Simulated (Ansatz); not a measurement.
Harmonic frequencies (cm⁻¹) at PBE0-D4/def2-TZVP from Ansatz: 111, 161, 222, 258, 263, 290, 456, 504, 596, 827, 831, 928, 1569, 3586, 3689.

Each molecule was computed in one conformer, which needn't be the lowest.

Task: Which molecule is it?
A. `[CH2][SiH](Cl)Cl`•
B. `N[SiH2][S]`•
C. `N[SiH]O`•
D. `N[Si]([O])(Cl)Cl`•

Result: D.
